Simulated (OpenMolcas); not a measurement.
## Potential curves of Se₂⁺: spin-free states

Computed with OpenMolcas 26.06: state-averaged CASSCF(7,6) over Se 4p, Se 4p, XMS-CASPT2 (IPEA 0.25, imaginary shift 0.2 hartree), scalar X2C, ANO-RCC-VTZP, then RASSI spin–orbit state interaction with atomic mean-field integrals. C2 symmetry about the axis (a holds Σ, Δ, Γ; b holds Π, Φ, H; Σ⁺ and Σ⁻ are not told apart); roots by multiplicity and irrep: 2b 8, 4b 4, 4a 4, 2a 5, 6a 1.

XMS-CASPT2 energies in eV from the lowest point. Curves are followed by energy order within each symmetry, so they are adiabatic and may change character at avoided crossings and where g and u states cross; Σ⁺ and Σ⁻ are counted together.

```tsv
R (Å)	(1)2Π	(1)4Π	(2)2Π	(1)2Σ	(1)6Σ
1.803	2.239	6.234	6.924	8.030	15.873
1.907	0.843	4.066	4.746	6.141	12.206
2.002	0.220	2.845	3.542	4.963	9.741
2.096	0.000	2.114	2.782	4.177	7.869
2.201	0.045	1.676	2.354	3.634	6.318
2.306	0.283	1.525	2.186	3.306	5.190
2.452	0.792	1.596	2.193	3.117	4.127
2.641	1.494	1.936	2.453	3.019	3.358
```

(1) With masses 79.917 and 79.917 u, fit the curves (1)2Π near their minima.

The 5 lowest clean curves are shown; the next is (2)4Π, from 3.39 eV. Left out for impure symmetry, kinks or missing points, though low: (1)4Σ, (1)2Φ. g and u states are not told apart. Only roots inside an energy window near the equilibrium distance were included, so the list of states is not complete; labels number the states computed. Each spin and symmetry block has orbitals of its own, averaged over its own roots, so gaps between blocks are less sure than gaps within one and near the minimum can be off by tenths of an eV, in bad cases by more. No Rydberg orbitals are active, so Rydberg states, and σ→σ* states whose orbital the CASSCF left unused, can be missing between those listed. CASPT2 splits the two components of degenerate states numerically, here by up to 148 cm⁻¹. No roots were computed in block 6b (none fell in the window or the block failed), so states of that kind are missing and can lie low or lowest. Points that failed a check (symmetry, reference weights, a jump) are left out.

Answers

(1) At XMS-CASPT2, Te from the lowest curve (the fit fixes ωe to a per cent or two; the method's Re and ωe can be off by some per cent):

```csv
curve,Te (cm⁻¹),Re (Å),ωe (cm⁻¹)
(1)2Π,0,2.126,407.3
```
